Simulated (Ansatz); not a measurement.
One change: `[Cl][GeH]([Cl])[Br]` becomes `[F][GeH]([Cl])[Br]`.

Ansatz, PBE0-D4/def2-TZVP geometries, multiplicity 1. 

Scalar relativity is left out up to krypton.

| property | `[Cl][GeH]([Cl])[Br]` |
| --- | --- |
| HOMO–LUMO gap (ωB97M-V/def2-TZVPP) / eV | 11.50 |
| LUMO energy (PBE/def2-TZVPP) / eV | -2.61 |
| LUMO energy (PBE0/def2-TZVPP) / eV | -1.67 |
| HOMO–LUMO gap (PBE/def2-TZVPP) / eV | 5.00 |
| HOMO energy (PBE0/def2-TZVPP) / eV | -8.95 |
| HOMO energy (PBE/def2-TZVPP) / eV | -7.61 |

Question: Give the same properties after the change, and the shifts. (Best estimate.)

Answer: Ansatz gave: 
| property | `[F][GeH]([Cl])[Br]` | shift |
| --- | --- | --- |
| HOMO–LUMO gap (ωB97M-V/def2-TZVPP) / eV | 11.91 | 0.41 |
| LUMO energy (PBE/def2-TZVPP) / eV | -2.37 | 0.24 |
| LUMO energy (PBE0/def2-TZVPP) / eV | -1.41 | 0.26 |
| HOMO–LUMO gap (PBE/def2-TZVPP) / eV | 5.38 | 0.38 |
| HOMO energy (PBE0/def2-TZVPP) / eV | -9.09 | -0.14 |
| HOMO energy (PBE/def2-TZVPP) / eV | -7.75 | -0.14 |

With PBE0 the HOMO falls by 0.14 eV and the LUMO rises by 0.26 eV, so the gap widens by about 0.40 eV. PBE moves the HOMO by -0.14 eV and ωB97M-V by -0.14 eV.

Spin–orbit coupling is left out; it splits and shifts lone-pair levels of the heavy atoms by tenths of an eV.
